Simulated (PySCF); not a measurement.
PBE on Se⁻ (selenium, charge -1), [Ar] 3d10 4s2 4p5, 2P determinant. All numbers are calculated (PySCF 2.14, scalar relativity through the core potential, in aug-cc-pwCVTZ-PP with ECP10MDF (8s7p6d4f1g, 96 functions)).

```
cycle= 1 E= -373.214389456727  delta_E= -0.0291  |g|= 0.0388  |ddm|= 0.579
cycle= 2 E= -373.214324068548  delta_E= 6.54e-05  |g|= 0.027  |ddm|= 0.0989
cycle= 3 E= -373.21450491803  delta_E= -0.000181  |g|= 0.0229  |ddm|= 0.071
cycle= 4 E= -373.214676684051  delta_E= -0.000172  |g|= 0.0016  |ddm|= 0.0247
cycle= 5 E= -373.214678799061  delta_E= -2.12e-06  |g|= 0.000502  |ddm|= 0.00467
cycle= 6 E= -373.214679044544  delta_E= -2.45e-07  |g|= 4.55e-05  |ddm|= 0.00131
cycle= 7 E= -373.214679046537  delta_E= -1.99e-09  |g|= 5.29e-06  |ddm|= 0.000201
cycle= 8 E= -373.214679046572  delta_E= -3.48e-11  |g|= 1.21e-06  |ddm|= 2.17e-05
converged SCF energy = -373.214679046572  <S^2> = 0.75375362  2S+1 = 2.0037501
```

Highest occupied orbital energy: 0.998 eV; ⟨L²⟩ = 2.03; populations by l: s 4.00, p 11.00, d 10.00, f 0.00.

(1) Can this result be used?

Results:

(1) With care. The calculation finished and met its thresholds. Energies and moments cover only the electrons outside the core potential. At PBE the highest occupied level has a positive energy, so only the finite basis holds that electron; in a semilocal or global hybrid functional this comes from self-interaction and does not mean that the real anion is unbound.
